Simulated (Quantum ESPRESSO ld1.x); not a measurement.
Values are calculated unless marked as measured or tabulated.
Question: The aim is the zirconium ion Zr3+ in [Kr] 4d1. This ld1.x (Quantum ESPRESSO 7.5) run was made with `OMP_NUM_THREADS=1 ld1.x < ld1.in > ld1.out`. Can the result be used? Name any fault.

```
 &input
    zed=40.0,
    iswitch=1,
    rel=1,
    lsd=1,
    dft='PW',
    config='[Kr] 4d1 5g1',
    prefix='ld1',
    max_out_wfc=37,
    file_charge='ld1.rho',
 /
```

Output (excerpt):

```
     Program LD1 v.7.5 starts

 %%%%%%%%%%%%%%%%%%%%%%%%%%%%%%%%%%%%%%%%%%%%%%%%%%%%%%%%%%%%%%%%%%%%%%%%%%%%%%
     Error in routine el_config (10):
     l not found:G
 %%%%%%%%%%%%%%%%%%%%%%%%%%%%%%%%%%%%%%%%%%%%%%%%%%%%%%%%%%%%%%%%%%%%%%%%%%%%%%

     stopping ...
```

Answer: No (refused). The line at issue: config='[Kr] 4d1 5g1'. The program stops in el_config with "l not found:G": the config string knows s, p, d and f alone. The sound input gives -3593.0099 hartree.
